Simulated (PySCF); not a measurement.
In(H)(OH)2(NH3), H₆InNO₂, singlet, CAM-B3LYP/def2-SVP optimised geometry. Atoms within 1.6 Å of the plane z = 1.0 Å (x, y, z in Å): In1 (-0.01, -1.47, 0.00), H2 (1.71, -1.47, 0.00), O3 (-1.13, -1.76, 1.66), H4 (-0.98, -2.57, 2.16), N7 (-1.13, 0.53, 0.00), H8 (-0.72, 1.47, 0.00), H9 (-1.71, 0.40, 0.83).

Method: CAM-B3LYP/def2-TZVP, def2 effective core potentials past Kr run with PySCF. The core electrons that the potentials of In replace are not part of the density.

Map of the Laplacian of the electron density (e/bohr⁵) on the plane z = 1.0 Å:

```
|5555555555555555555555555555555|
|5555555555555555555555555555555|
|5555555555555555555555555555555|
|5555555555555555555555555555555|
|5555555555555555555555555555555|
|5555555555555555555555555555555|
|5555555555555555555555555555555|
|5555555555555555555555555555555|
|5555555555555555555555555555555|
|5555555555555555555555555555555|
|5555555556666555555555555555555|
|5555555666666655555555555555555|
|5555555666676655555555555555555|
|5555556630676655555555555555555|
|5555556640676655555555555555555|
|5555555666666655555555555555555|
|5555555566666555555555555555555|
|5555555556666666555555555555555|
|5555555556666666665555555555555|
|5555555566777778766555555555555|
|5555555567998899876555555555555|
|5555555668998899876555555555555|
|5555555668998888766555555555555|
|5555555567998766665555555555555|
|5555555566777666555555555555555|
|5555555556666655555555555555555|
|5555555555555555555555555555555|
|5555555555555555555555555555555|
|5555555555555555555555555555555|
|5555555555555555555555555555555|
|5555555555555555555555555555555|
```
Scale: ten equal steps from -0.604 (start of '0') to 0.484 (end of '9'), in the order '0123456789'; x runs from -4.00 to 4.00, y from -4.00 (bottom) to 4.00 (top).
